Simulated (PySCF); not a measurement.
disulfane (H2S2), singlet, at a GFN2-xTB geometry. Base run: PBE0/6-31G (PySCF).

The PySCF input:
```python
from pyscf import gto, scf, dft

mol = gto.M(
    atom='''
S    -0.898809    0.026048    0.489599
S     0.897080    0.078396   -0.487181
H    -1.521883   -0.854351   -0.305643
H     1.549552   -0.816755    0.266954
''',
    basis='6-31g',
    charge=0,
    spin=0,
    verbose=4,
)

mf = dft.RKS(mol)
mf.xc = 'pbe0'
mf.kernel()
mf.analyze()
```

The base run was repeated with changes; each row names its change, and settings that it needs were set with it.

```tsv
change	ΔE vs base (mEh)	fitting functions	dipole (D)
base	0.000	-	1.98
auxbasis = cc-pvtz-ri	-19.716	304	1.97
auxbasis = even-tempered beta=3.0	-4.007	174	1.99
auxbasis = def2-svp-ri	-829.3	152	1.95
only_dfj = on; auxbasis = def2-universal-jfit	-0.134	124	1.97
auxbasis = even-tempered beta=2.0	-0.809	260	1.99
auxbasis = def2-universal-jkfit	-0.016	292	1.98
auxbasis = default (with mf = mf.density_fit())	0.003	270	1.98
auxbasis = autoaux	-0.771	252	1.99
auxbasis = def2-universal-jfit	1167.8	124	1.96
```

A fitting set is made for a task (jfit for Coulomb, jkfit for Coulomb and exchange, ri for correlation) and for a family of orbital bases.
